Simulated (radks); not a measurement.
Results of a calculation; reference values are marked as such.
The mean radii <r> (bohr) of the occupied orbitals of an atom or ion are listed with their occupations. Code: a radial shooting solver on a logarithmic mesh with Libxc functionals. Model: scalar-relativistic Kohn-Sham, r2SCAN, spin-polarised, spherical densities, finite nucleus; meta-GGA in the generalised Kohn-Sham scheme; Fermi nuclear charge, rms radius of each element as measured or else 0.836 A^(1/3) + 0.57 fm.

orbital  occ.      <r>
1s up       1  0.01866
1s down     1  0.01866
2s up       1  0.07866
2s down     1  0.07859
2p up       3  0.07026
2p down     3  0.07018
3s up       1   0.1976
3s down     1   0.1979
3p up       3   0.1958
3p down     3   0.1962
3d up       5   0.1753
3d down     2   0.1758

Name the element and its charge. Open shells, if any, are filled with parallel spins first.

Answer. Z = 73, tantalum, charge +48: Ta48+ in [Ar] 3d7. The 1s radius gives Z: for a bare nucleus <r> = (2 gamma + 1)/(2Z) with gamma = sqrt(1 - (Z/c)^2), 0.01844 bohr for Z = 73, and screening makes it slightly larger (0.01866 here). The occupations add up to 25, and the charge is Z minus that.
